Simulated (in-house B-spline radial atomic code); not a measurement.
The numbers below are computed, except where a source is named.
## Stopping and range of 5 keV Zn in InSb

The pair potential comes from two frozen, spherical free-atom densities (PBE, B-spline radial code, scalar-relativistic past argon): electrostatics plus the change in Thomas-Fermi kinetic and Dirac exchange energy where they overlap, the recipe behind the universal ZBL potential, which averages such potentials (from solid-state densities) over many pairs. It is written V = (Z1 Z2 e²/r) φ(r/a), with e² = 14.3996 eV·Å and a = 0.46850 Å/(Z1^0.23 + Z2^0.23); ZBL's fit is φ = 0.18175 e^(−3.1998x) + 0.50986 e^(−0.94229x) + 0.28022 e^(−0.4029x) + 0.02817 e^(−0.20162x). Where φ falls below 4e-4 it is continued as an exponential.

The target is taken as amorphous, with density 5.77 g/cm³ (NSM archive of the Ioffe Institute); channelling is ignored. Masses: Zn 65.38, In 114.82, Sb 121.76 u. Nuclear stopping is S_n = 4π a Z1 Z2 e² M1/(M1 + M2) × s_n(ε), with s_n integrated over impact parameters for each pair. Electronic stopping is Lindhard and Scharff's S_e = Z1^(1/6) 8π e² a0 Z1 Z2/(Z1^(2/3) + Z2^(2/3))^(3/2) × v/v0, with a0 = 0.529177 Å and v = v0 at 24.801 keV/u; it misses the oscillations with Z1 seen in experiment, which reach tens of per cent. Compounds add by atom fraction.

```tsv
target atom	a (Å)	ε at this energy	s_n, this pair	s_n, ZBL potential
In	0.10110	0.01522	0.194	0.1916
Sb	0.10061	0.01486	0.1921	0.19
```

What are the atom density and the stopping powers at entry?

N = 5.77 × 0.602214/118.29 = 0.02938 atoms/Å³. For In: S_n = 9757 × 0.194 = 1893 eV·Å², S_e = 3.5226 × √5000 = 249.1 eV·Å². For Sb: S_n = 9731 × 0.1921 = 1869 eV·Å², S_e = 3.5817 × √5000 = 253.3 eV·Å². Averaged over the target's atoms (half each) and times N × 10 Å/nm, the ion loses N S_n = 553 eV/nm to recoils and N S_e = 73.8 eV/nm to electrons; the nuclear share is 88 %.

Along the track:

| E (keV) | N S_n (eV/nm) | N S_e (eV/nm) |
| --- | --- | --- |
| 0.25 | 135 | 16.5 |
| 0.75 | 242 | 28.6 |
| 1.5 | 337 | 40.4 |
| 2.5 | 420 | 52.2 |
| 3.75 | 495 | 63.9 |
| 5 | 553 | 73.8 |

Estimate the path length and the projected range.

With continuous slowing down the path is the integral of dE/(N (S_n + S_e)). Trapezoids over the table give 11.9 nm, and the stretch below the first row, with stopping taken as √E, adds 2E/(N S) = 3.3 nm: 15.2 nm in all, against 14.7 nm on a fine grid from 5 eV. Deflections shorten the depth: to first order in the energy passed on, N (S_n + S_e) dR_p/dE = 1 − N S_n (M2/M1) R_p/(2E), summed over the target's atoms, and integrating this on the fine grid gives R_p = 5.81 nm, 0.39 of the path. Lindhard's rule of thumb R/(1 + M2/3M1), with mean M2/M1 = 1.81, gives 9.18 nm. On the ZBL potential the same equation gives 5.84 nm, and the full integral equation, which keeps hard collisions, 5.97 nm.
